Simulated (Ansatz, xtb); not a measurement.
Relative energy of two isomers of C4H6BF2N

We compare a, `FB(F)[C@@H]1CCC=N1`, a singlet, with b, `FB(F)[C@@H]1CC=NC1`, a singlet. Both are isolated molecules in the gas phase, relaxed with B3LYP-D3(BJ)/def2-SVP, each in the lowest conformer that the search found.

Quicker runs give these differences E(b) − E(a): GFN2-xTB −7.23 kJ/mol; HF/STO-3G +3.98 kJ/mol (at GFN2-xTB geometries); r2SCAN-D4/def2-SVP −8.17 kJ/mol (at GFN2-xTB geometries).

Q: Estimate which is lower in electronic energy at CCSD(T)/def2-SVP + ΔMP2/def2-TZVPP, and by roughly how much.

A: The CCSD(T)/def2-SVP + ΔMP2/def2-TZVPP calculation puts structure b lower, by 6.27 kJ/mol.

The same difference at several levels:

```csv
level,geometry,E(b) − E(a) (kJ/mol),departure from the last row (kJ/mol),"job, with rough time for the two"
GFN2-xTB,GFN2-xTB,−7.23,−0.96,"optimisation, 0.25 s"
HF/STO-3G,GFN2-xTB,+3.98,+10.25,"single point, 0.4 s"
r2SCAN-D4/def2-SVP,GFN2-xTB,−8.17,−1.89,"single point, 3.7 s"
B3LYP-D3(BJ)/def2-SVP,B3LYP-D3(BJ)/def2-SVP,−5.90,+0.38,"optimisation, 1.8 min"
HF/def2-SVP,B3LYP-D3(BJ)/def2-SVP,−5.81,+0.47,part of the CCSD(T) run
MP2/def2-SVP,B3LYP-D3(BJ)/def2-SVP,−5.23,+1.04,part of the CCSD(T) run
CCSD(T)/def2-SVP,B3LYP-D3(BJ)/def2-SVP,−4.71,+1.57,single point
CCSD(T)/def2-SVP + ΔMP2/def2-TZVPP,B3LYP-D3(BJ)/def2-SVP,−6.27,,"single point, 89 s"
```

As drawn, both hold the same kinds of bond in the same numbers.

HF/STO-3G puts the two in the other order. The largest departure from CCSD(T)/def2-SVP + ΔMP2/def2-TZVPP is that of HF/STO-3G, 10.25 kJ/mol. The last row adds to CCSD(T) the change of the MP2 difference between the two basis sets, here −1.57 kJ/mol.

With thermal terms from frequencies at re-optimised GFN2-xTB minima (ideal gas, soft modes damped towards free rotors, one conformer each, 298.15 K, 1 atm): the zero-point term adds −0.15 kJ/mol; ΔH is −6.65 and ΔG −5.89 kJ/mol.

The correlated steps freeze 8 core orbitals. Run with Ansatz 0.2.0, xtb 6.7.1; the last row on 4 threads of Arm Neoverse V1 on a shared host.
